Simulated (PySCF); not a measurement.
# `C#CC#[C][AlH][F]`, C$_{4}$H$_{2}$AlF

Geometry:
```json
{"atom": "C1", "x (Å)": "3.141", "y (Å)": "-0.168", "z (Å)": "0.804"}
{"atom": "C2", "x (Å)": "1.947", "y (Å)": "-0.106", "z (Å)": "0.643"}
{"atom": "C3", "x (Å)": "0.604", "y (Å)": "-0.040", "z (Å)": "0.458"}
{"atom": "C4", "x (Å)": "-0.607", "y (Å)": "0.011", "z (Å)": "0.291"}
{"atom": "Al5", "x (Å)": "-2.518", "y (Å)": "0.108", "z (Å)": "0.035"}
{"atom": "F6", "x (Å)": "-3.310", "y (Å)": "1.533", "z (Å)": "-0.188"}
{"atom": "H7", "x (Å)": "4.179", "y (Å)": "-0.218", "z (Å)": "0.947"}
{"atom": "H8", "x (Å)": "-3.426", "y (Å)": "-1.111", "z (Å)": "0.021"}
```

Method: PySCF, quadratic response PBE0/aug-cc-pVDZ first hyperpolarisability, Taylor convention, gas phase. Geometry: GFN2-xTB.

(1) Give the tensor of the second harmonic β(−2ω;ω,ω) at 694.3 nm in the axes of these coordinates.

Answers

(1) In au, Taylor convention; rows are the first index (the induced dipole):
|  | xx | yy | zz | xy | xz | yz |
| --- | --- | --- | --- | --- | --- | --- |
| x | +1201.6 | +47.5 | +117.0 | +37.1 | +133.5 | +10.3 |
| y | +22.3 | +50.3 | -3.5 | +32.2 | +5.8 | -1.2 |
| z | +140.5 | +0.6 | +32.6 | +8.1 | +75.3 | -5.2 |

Norm of βᵢ = ⅓ Σⱼ (βᵢⱼⱼ + βⱼᵢⱼ + βⱼⱼᵢ): 1340.9 au, hyper-Rayleigh value 535.4 au.
